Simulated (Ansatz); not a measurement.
Reaction (formal exchange of groups at a B–B bond): `CB([SiH3])BS` + ethane → `CCB(C)[SiH3]` + `BS`

Isolated molecules relaxed with PBE0-D4/def2-TZVP in Ansatz; ΔE leaves out vibrations. CBS: MP2 limit from def2 TZ/QZ plus the TZ coupled-cluster correction, frozen cores. This one scheme is used for every species. Functionals use def2-TZVPP. B3LYP here is the variant with VWN-RPA as its local correlation; programs differ in this. One conformer a species, not always the lowest.

`CB([SiH3])BS`:

```xyz
13

C    -0.896    0.274    1.430
B    -0.161   -0.215    0.140
Si   -0.649    0.655   -1.626
B     1.014   -1.371    0.117
S     2.741   -1.053    0.392
H    -0.246    1.085    1.802
H    -0.955   -0.459    2.237
H    -1.875    0.732    1.269
H    -1.026    2.088   -1.447
H    -1.855   -0.063   -2.139
H     0.404    0.579   -2.676
H     0.794   -2.522   -0.134
H     2.710    0.271    0.634
```

`CC`:

Z-matrix (Å, degrees):
```
C
C 1 1.519
H 1 1.093 2 111.4
H 1 1.093 2 111.4 3 120.0
H 1 1.093 2 111.4 3 -120.0
H 2 1.093 1 111.4 3 180.0
H 2 1.093 1 111.4 3 -60.0
H 2 1.093 1 111.4 3 60.0
```

`CCB(C)[SiH3]`:

Cartesian coordinates in Å:
```
C 1.861 -0.387 -0.615
C 1.074 -0.139 0.687
B -0.376 0.253 0.244
C -0.748 1.748 -0.001
Si -1.746 -1.227 0.011
H 1.424 -1.201 -1.200
H 2.896 -0.658 -0.396
H 1.880 0.503 -1.249
H 1.118 -1.046 1.298
H 1.562 0.667 1.247
H -1.481 1.923 -0.792
H 0.113 2.409 -0.139
H -1.240 2.071 0.932
H -2.329 -1.536 1.353
H -1.126 -2.490 -0.486
H -2.883 -0.889 -0.893
```

`BS`:

Cartesian coordinates in Å:
```
B 0.454 -0.043 -0.358
S -0.453 -0.423 1.107
H 1.508 -0.588 -0.471
H 0.029 0.712 -1.173
H -1.537 0.342 0.895
```

```tsv
level	ΔE (kcal/mol)	difference from CCSD(T)/CBS
PBE-D4	3.0	2.7
r2SCAN-D4	2.2	1.9
PBE0-D4	2.1	1.8
B3LYP-D4	1.6	1.3
ωB97X-V	0.6	0.3
ωB97M-V	0.0	-0.3
B2PLYP	1.0	0.7
PBE	3.2	2.9
r2SCAN	2.3	2.0
PBE0	2.4	2.1
B3LYP	2.0	1.7
HF/def2-TZVPP	0.0	-0.3
MP2/def2-TZVPP	-0.6	-0.9
SCS-MP2/def2-TZVPP	-0.6	-0.9
CCSD/def2-TZVPP	0.1	-0.2
CCSD(T)/def2-TZVPP	0.1	-0.2
HF/def2-QZVPP	0.0	-0.3
MP2/def2-QZVPP	-0.5	-0.8
SCS-MP2/def2-QZVPP	-0.5	-0.8
HF/CBS(def2)	0.0	-0.3
MP2/CBS(def2)	-0.5	-0.8
CCSD/CBS(def2)	0.2	-0.1
CCSD(T)/CBS	0.3	0
```

Largest T1 diagnostic among the species: 0.015.

From PBE to PBE0 (25 % exact exchange), in def2-TZVPP and without D4, ΔE moves by −0.9 kcal/mol.
